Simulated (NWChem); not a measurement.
System: SrHSBr; SMILES [Br][Sr][SH]

Here is an NWChem input.

```
start job
memory heap 200 mb stack 900 mb global 1100 mb
geometry units angstroms noautoz
  Sr    -0.432812     0.587540    -0.005187
  Br     0.151755    -2.128420     0.003505
  S      0.921751     2.967572    -0.002925
  H     -0.247338     3.676162    -0.009513
end
basis spherical
  Sr library def2-svp
  Br library def2-svp
  S library def2-svp
  H library def2-svp
end
ecp
  Sr library def2-ecp
end
dft
  xc xwpbe 1.00 cpbe96 1.0 hfexch 1.00
  cam 0.35 cam_alpha 0.0 cam_beta 1.0
  iterations 150
  vectors input atomic output neutral.movecs
end
task dft energy
charge 1
dft
  odft
  mult 2
  vectors input atomic output cation.movecs
end
task dft energy
```

Output (shortened):

```
             Northwest Computational Chemistry Package (NWChem) 7.3.0
             --------------------------------------------------------

 CS  symmetry detected

                             Geometry "geometry" -> ""
                             -------------------------

 Output coordinates in angstroms (scale by  1.889725989 to convert to a.u.)

  No.       Tag          Charge          X              Y              Z
 ---- ---------------- ---------- -------------- -------------- --------------
    1 Sr                  38.0000    -0.50536248     0.56942241     0.00000000
    2 Br                  35.0000     0.24145923    -2.10648681     0.00000000
    3 S                   16.0000     0.70366424     3.02658597     0.00000000
    4 H                    1.0000    -0.50592666     3.66361112     0.00000000

 Effective nuclear repulsion energy (a.u.)     444.1959236042

      Symmetry information
      --------------------

 Group name             Cs
 Group number              2
 Group order               2
 No. of unique centers     4

 Summary of "ao basis" -> "ao basis" (spherical)
 ------------------------------------------------------------------------------
       Tag                 Description            Shells   Functions and Types
 ---------------- ------------------------------  ------  ---------------------
 Sr                         def2-svp                 9       23   4s3p2d
 Br                         def2-svp                12       32   5s4p3d
 S                          def2-svp                 8       18   4s3p1d
 H                          def2-svp                 3        5   2s1p

      Symmetry analysis of basis
      --------------------------

        a'         55
        a"         23

            General Information
            -------------------
          SCF calculation type: DFT
          Wavefunction type:  closed shell.
          No. of atoms     :     4
          No. of electrons :    62
           Alpha electrons :    31
            Beta electrons :    31
          Charge           :     0
          Spin multiplicity:     1
          Use of symmetry is: on ; symmetry adaption is: on
          Maximum number of iterations: 150
          AO basis - number of functions:    78
                     number of shells:    32
          Convergence on energy requested:  1.00D-06
          Convergence on density requested:  1.00D-05
          Convergence on gradient requested:  5.00D-04

              XC Information
              --------------
                     Hartree-Fock (Exact) Exchange  1.000
                     LC-wPBE(h)Exchange Functional  1.000
            Perdew 1991 LDA Correlation Functional  1.000 local
           PerdewBurkeErnz. Correlation Functional  1.000 non-local

           Range-Separation Parameters
           ---------------------------
           Alpha           :  0.00
           Beta            :  1.00
           Gamma           :  0.35
           Short-Range HF  :     F

             Grid Information
             ----------------
          Grid used for XC integration:  medium
          Radial quadrature: Mura-Knowles
          Angular quadrature: Lebedev.
          Tag              B.-S. Rad. Rad. Pts. Rad. Cut. Ang. Pts.
          ---              ---------- --------- --------- ---------
          Sr                  2.00      123          10.0       590
          Br                  1.15      112          13.0       590
          S                   1.00       88          12.0       590
          H                   0.35       45          13.0       434
          Grid pruning is: on
          Number of quadrature shells:   368
          Spatial weights used:  Erf1

      Superposition of Atomic Density Guess
      -------------------------------------

 Sum of atomic energies:       -3004.81304877

      Non-variational initial energy
      ------------------------------

 Total energy =   -3000.479929
 1-e energy   =   -4512.227877
 2-e energy   =    1345.577702
 HOMO         =      -0.328687
 LUMO         =      -0.104293

      Symmetry analysis of molecular orbitals - initial
      -------------------------------------------------

  Numbering of irreducible representations:

     1 a'          2 a"

  Orbital symmetries:

     1 a'          2 a'          3 a'          4 a'          5 a'
     6 a"          7 a'          8 a'          9 a'         10 a'
    11 a"         12 a'         13 a'         14 a"         15 a'
    16 a'         17 a"         18 a'         19 a"         20 a'
    21 a'         22 a'         23 a"         24 a'         25 a'
    26 a'         27 a'         28 a'         29 a"         30 a'
    31 a"         32 a'         33 a"         34 a'         35 a'
    36 a'         37 a"         38 a"         39 a'         40 a'
    41 a'

   convergence    iter        energy       DeltaE   RMS-Dens  Diis-err
 ---------------- ----- ----------------- --------- --------- ---------
 d= 0,ls=0.0,diis     1  -3002.8333872863 -3.17D+03  1.24D-02  5.18D-01
 d= 0,ls=0.0,diis     2  -3002.8790087057 -4.56D-02  4.40D-03  1.97D-01
 d= 0,ls=0.0,diis     3  -3002.8943182533 -1.53D-02  7.48D-04  4.13D-03
 d= 0,ls=0.0,diis     4  -3002.8949509935 -6.33D-04  3.59D-04  2.96D-04
 d= 0,ls=0.0,diis     5  -3002.8950704394 -1.19D-04  2.55D-04  4.23D-05
  Resetting Diis
 d= 0,ls=0.0,diis     6  -3002.8951010610 -3.06D-05  7.41D-05  3.84D-06
 d= 0,ls=0.0,diis     7  -3002.8951036401 -2.58D-06  1.74D-05  3.76D-07
 d= 0,ls=0.0,diis     8  -3002.8951038311 -1.91D-07  5.99D-06  1.25D-07

         Total DFT energy =    -3002.895103831102
      One electron energy =    -4517.436030812905
           Coulomb energy =     1469.729144476614
    Exchange-Corr. energy =     -121.358464091171
 Nuclear repulsion energy =      166.170246596361

 Numeric. integr. density =       61.999999474043

                  Occupations of the irreducible representations
                  ----------------------------------------------

                     irrep           alpha         beta
                     --------     --------     --------
                     a'               23.0         23.0
                     a"                8.0          8.0

                       DFT Final Molecular Orbital Analysis
                       ------------------------------------

 Vector   29  Occ=2.000000D+00  E=-3.627801D-01  Symmetry=a"
              MO Center=  2.1D-01, -2.0D+00,  5.3D-16, r^2= 1.9D+00
   Bfn.  Coefficient  Atom+Function         Bfn.  Coefficient  Atom+Function
  ----- ------------  ---------------      ----- ------------  ---------------
    40      0.583388  2 Br pz                37      0.506299  2 Br pz
    34     -0.341399  2 Br pz                31      0.111156  2 Br pz
    15     -0.096450  1 Sr d -1               7     -0.059756  1 Sr pz
    20     -0.051374  1 Sr d -1              13      0.048019  1 Sr pz
    68     -0.034132  3 S  pz                65     -0.031077  3 S  pz

 Vector   30  Occ=2.000000D+00  E=-3.386489D-01  Symmetry=a'
              MO Center=  5.8D-01,  2.3D+00,  3.7D-15, r^2= 4.8D+00
   Bfn.  Coefficient  Atom+Function         Bfn.  Coefficient  Atom+Function
  ----- ------------  ---------------      ----- ------------  ---------------
    67      0.460770  3 S  py                64      0.336501  3 S  py
    66      0.292868  3 S  px                 6      0.242700  1 Sr py
    63      0.206739  3 S  px                61      0.195120  3 S  py
     3     -0.188308  1 Sr s                 38     -0.173907  2 Br px
    39      0.157385  2 Br py                35     -0.146773  2 Br px

 Vector   31  Occ=2.000000D+00  E=-3.258774D-01  Symmetry=a"
              MO Center=  6.2D-01,  2.9D+00, -3.1D-15, r^2= 2.0D+00
   Bfn.  Coefficient  Atom+Function         Bfn.  Coefficient  Atom+Function
  ----- ------------  ---------------      ----- ------------  ---------------
    68      0.619052  3 S  pz                65      0.420197  3 S  pz
    62      0.244670  3 S  pz                15      0.101017  1 Sr d -1
    13      0.087329  1 Sr pz                 7     -0.080961  1 Sr pz
    20      0.068674  1 Sr d -1              40      0.065434  2 Br pz
    17     -0.050305  1 Sr d  1              10      0.042511  1 Sr pz

 Vector   32  Occ=0.000000D+00  E=-2.774378D-02  Symmetry=a'
              MO Center= -1.9D+00,  8.0D-01, -1.5D-14, r^2= 6.8D+00
   Bfn.  Coefficient  Atom+Function         Bfn.  Coefficient  Atom+Function
  ----- ------------  ---------------      ----- ------------  ---------------
     4      0.855432  1 Sr s                 11     -0.405859  1 Sr px
     2     -0.259453  1 Sr s                 18      0.194238  1 Sr d  2
    23      0.147973  1 Sr d  2               5      0.137924  1 Sr px
    16      0.094719  1 Sr d  0              12      0.078314  1 Sr py
    27     -0.074309  2 Br s                  1     -0.073595  1 Sr s

 Vector   33  Occ=0.000000D+00  E= 2.431360D-02  Symmetry=a"
              MO Center= -1.7D+00,  6.9D-01,  3.2D-15, r^2= 8.3D+00
   Bfn.  Coefficient  Atom+Function         Bfn.  Coefficient  Atom+Function
  ----- ------------  ---------------      ----- ------------  ---------------
    13      0.788613  1 Sr pz                22      0.419634  1 Sr d  1
    17      0.347101  1 Sr d  1               7     -0.169057  1 Sr pz
    68     -0.091734  3 S  pz                40     -0.072757  2 Br pz
    20      0.044541  1 Sr d -1              65     -0.041487  3 S  pz
    37     -0.036180  2 Br pz                15      0.029904  1 Sr d -1

[...]
```

Level: LC-wPBE (HJS exchange hole, range parameter 0.35 per bohr)/def2-SVP with def2 effective core potentials on Sr, vertical spin-unrestricted ions. Geometry: optimised at PBE-D3(BJ)/def2-SVP. def2 effective core potentials on Sr; no spin-orbit coupling.
